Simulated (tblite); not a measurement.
Species: C6H11OS (charge -1).
Structure used (GFN2-xTB), in Å, numbered top down from 1:
```xyz
19
C6H11OS angstrom
C     -1.416    1.840    0.390
C     -1.695    0.542    0.422
C     -0.925   -0.577   -0.181
C     -0.803   -1.757    0.783
S     -1.953   -1.027   -1.623
C      0.442   -0.194   -0.730
O      1.349    0.201    0.295
C      2.592    0.561   -0.216
H     -2.113    2.576    0.764
H     -0.501    2.229   -0.025
H     -2.640    0.219    0.846
H     -0.361   -2.608    0.265
H     -1.792   -2.048    1.135
H     -0.177   -1.488    1.635
H      0.324    0.618   -1.461
H      0.857   -1.062   -1.267
H      3.071   -0.278   -0.746
H      2.514    1.403   -0.921
H      3.218    0.857    0.627
```

The geometry is computed with GFN2-xTB (gas phase).

Take the most abundant isotopes and a rigid rotor. The values belong to one conformer with, in the numbering `[CH2:1]=[CH:2][C@@:3]([CH3:4])([S-:5])[CH2:6][O:7][CH3:8]`, C1–C2–C3–C4 136°, C2–C3–C6–O7 67°, C3–C6–O7–C8 -179°.

Task: Give the principal moments of inertia and the rotational constants in GHz.

Result: Ia = 221.56, Ib = 434.14, Ic = 497.63 u·Å²; 505379 MHz·u·Å²/I gives 2281, 1164 and 1016 MHz, that is A = 2.2810, B = 1.1641, C = 1.0156 GHz.

Task: Classify the top.

Result: An asymmetric top. Ray's parameter κ = (2B − A − C)/(A − C) = -0.765; −1 is the prolate and +1 the oblate limit.

Task: What does the inertial defect say?

Result: Not planar: Δ = Ic − Ia − Ib = -158.08 u·Å². For a rigid frame Δ = −2 Σ m c², so Σ m c² = 79.04 u·Å² lies off the ab plane: 19.45 from hydrogen and 59.59 from heavier atoms. The atom farthest from that plane is 2.30 Å away.

Task: Give the other two planar moments, Paa and Pbb, and the rms extents of the mass along the axes.

Result: Paa = Σ m a² = (Ib + Ic − Ia)/2 = 355.11 and Pbb = Σ m b² = (Ia + Ic − Ib)/2 = 142.52 u·Å². With the mass M = 131.05 u, the rms extents √(P/M) along a, b and c are 1.65, 1.04, 0.78 Å.

Task: Estimate the classical rotational partition function at 100 K, 298.15 K and 500 K.

Result: Point group C1, symmetry number σ = 1; q = (√π/σ)·√((kT/h)³/(ABC)), k/h = 20836.6 MHz/K: 103000 at 100 K, 529000 at 298.15 K, 1150000 at 500 K.

Its GFN2-xTB frequencies are all real (lowest 69 cm⁻¹). No vibrational averaging or centrifugal distortion is included, and the geometry carries the error of its method.

Time: 0.65 s wall. Hardware: one thread of an Intel Xeon Platinum 8259CL at 2.50 GHz, no GPU, on a shared host. This is the geometry optimisation.
